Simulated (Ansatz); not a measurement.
`[SiH3][SiH2]I` + `BNC=C` → `BN(C=C)[SiH2][SiH3]` + HI at 298.15 K and 1 bar (ligand exchange at the Si–I bond).

Calculated with Ansatz (gas phase, PBE0-D4/def2-TZVP geometries, no zero-point term in ΔE). CCSD(T)/CBS adds triple-zeta CCSD(T) − MP2 to the extrapolated MP2 energy (def2 sets, frozen cores). def2 core potentials past Kr. For I outer-core shells are correlated without core-valence functions, which leaves a few kJ/mol of doubt a bond. One conformer a species, not always the lowest.

```tsv
species	CCSD(T)/CBS energy (Eh)	H − E (kJ/mol)	S (J/(mol·K))
`[SiH3][SiH2]I`	-878.63094	130.0	343.0
`BNC=C`	-159.21916	230.1	284.8
`BN(C=C)[SiH2][SiH3]`	-739.79097	326.0	396.3
HI	-298.03592	22.7	206.5
```

H − E and S are ideal-gas, rigid-rotor, harmonic terms from PBE0-D4/def2-TZVP, for one conformer and one mirror image of each species. 1 Eh = 2625.50 kJ/mol, R = 8.31446 J/(mol·K).

By hand: ΔE, ΔH, ΔS and ΔG.

ΔE = (-739.79097) + (-298.03592) − (-878.63094) − (-159.21916) = 0.02321 Eh = 60.9 kJ/mol. Δ(H − E) = 326.0 + 22.7 − 130.0 − 230.1 = -11.4, so ΔH = 49.5 kJ/mol. ΔS = 396.3 + 206.5 − 343.0 − 284.8 = -25.0 J/(mol·K). ΔG = 49.5 − 298.15 × (-25.0)/1000 = 57.0 kJ/mol.

By hand: the equilibrium constant, and the temperature at which ΔG would vanish if ΔH and ΔS stayed fixed.

log₁₀ K = −ΔG/(RT ln 10) = -10.0. ΔH and −TΔS have one sign here, so there is no such temperature.

ΔH outweighs TΔS. A doubt of 5 kJ/mol in ΔE shifts log₁₀ K by 0.9 here. Other conformers and mirror images would add mixing entropy, several J/(mol·K) or more a flexible species. Modes under 60 cm⁻¹, often nearly free rotors, make the harmonic entropy too high. These are equilibria of isolated gas molecules and say nothing of rates. Largest T1 diagnostic: 0.014 (customary marks: 0.02 for closed shells, 0.045 for open ones).
